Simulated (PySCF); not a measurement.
The numbers are results of PBE-D3(BJ)/def2-TZVP // B3LYP-D3(BJ)/def2-TZVP in PySCF, not measurements. Isolated molecules, 0 K electronic values unless said otherwise. One relaxed conformer stands for a flexible species; it need not be the lowest. Excitations are Tamm–Dancoff values on a coarser integration grid. The basis has no diffuse functions, so Rydberg states are missing or too high.

Reference species (SMILES): `BCC=C` (neutral, multiplicity 1).

```yaml
S1 excitation (TDA): 3.84 eV
HOMO: -6.15 eV
HOMO–LUMO gap: 3.76 eV
T1 excitation (TDA): 3.64 eV
```

After one change: the S1 excitation (TDA) rises by 1.75 eV; the HOMO falls by 0.81 eV; the HOMO–LUMO gap rises by 1.67 eV; the T1 excitation (TDA) increases by 0.92 eV.

Q: Which change was made? The new species is one of these.
(A) `C=CCC` (C–C–C–C torsion 120°)
(B) `C=CCO[SiH3]` (C–C–C–O torsion 0°, C–C–O–Si torsion -180°)
(C) `[C-]#[N+]CC=C`
(D) `C=CCCC` (C–C–C–C torsion -120°, C–C–C–C torsion 65°)

A: C, `[C-]#[N+]CC=C`
